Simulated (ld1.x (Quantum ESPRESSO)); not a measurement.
**Si (Z = 14), PAW: configuration errors across variants**

* Element: Si
* Generator: ld1.x (Quantum ESPRESSO) 7.5
* Type: PAW
* Functional: LDA (PZ)
* Relativity: non-relativistic
* Frozen core: [Ne]
* Valence charge: 4
* Reference configuration: 3s1 3p3
* Partial waves: 3s (bound): rcut 1.30, rcutus 1.75 bohr; 3s channel at -0.55 Ry: rcut 1.30, rcutus 1.75 bohr; 3p (bound): rcut 1.90, rcutus 2.15 bohr; 3p channel at 1.7 Ry: rcut 1.90, rcutus 2.15 bohr; 3d channel at 0.05 Ry: rc 1.70 bohr
* Local potential: the d channel
* Core correction: a·sin(br)/r model core inside 1.60 bohr
* Augmentation charge: PSQ, inside the norm-conserving radii

All-electron excitation energies from the reference (eV): (1) 3s2 3p2 -6.750; (2) 3s2 3p1 1.090; (3) 3s2 3p0 17.217; (4) 3s1 3p2 8.440; (5) 3s2 3p2.3 -7.709; (6) 3s1 3p0 51.290; (7) 3s0 3p4 6.912; (8) 3s1 3p3 spin -3.072; (9) 3s2 3p2 spin -7.361.

Spin tests fill each open shell by Hund’s rule, majority spin first.

4 further variants failed, have other tests or too few solved ones, and are left out.

A true bound ghost makes a file unfit for plane-wave use even where its test errors are small: the radial tests pick states by their node count and pass the ghost by.

Errors AE − PS in meV (a dash: test not solved or not reliable):

| change | (1) | (2) | (3) | (4) | (5) | (6) | (7) | (8) | (9) | bound ghosts |
| --- | --- | --- | --- | --- | --- | --- | --- | --- | --- | --- |
| base | -0.4 | +0.1 | -6.7 | -0.9 | -0.6 | -58 | -0.4 | -5.5 | -0.7 | none |
| wave 3p channel at 1.7 Ry: rcut 1.90, rcutus 2.15 bohr becomes 3p channel at 5.16 Ry: rcut 1.90, rcutus 2.15 bohr | -0.4 | +0.2 | -6.7 | -0.5 | -0.6 | -58 | -0.5 | -5.6 | -0.7 | none |
| all radii but the core radius scaled by about 0.94 (s 1.64, p 2.02, d 1.60 bohr, rcut 1.22/1.78/1.60) | -0.3 | +0.2 | -6.9 | -0.9 | -0.5 | -60 | -0.4 | -5.7 | -0.6 | none |
| waves 3p (bound): rcut 1.40, rcutus 1.48 bohr; 3p channel at 1.7 Ry: rcut 1.40, rcutus 1.48 bohr | -0.9 | -0.2 | -7.7 | -1.7 | -1.3 | -59 | -1.2 | -7.9 | -2.0 | p |
| core correction a·sin(br)/r model core inside 1.98 bohr | -0.3 | +0.3 | -6.1 | -0.9 | -0.5 | -58 | -0.3 | -5.0 | -0.4 | none |

Question: Give the same row for: type TM semilocal; waves now 3s (bound): rc 1.75 bohr; 3p (bound): rc 2.15 bohr; 3d channel at 0.05 Ry: rc 1.70 bohr.

Answer: +1.5, +0.8, +17, +3.3, +2.1, +111, +1.5, +175, +25; bound ghosts: none.
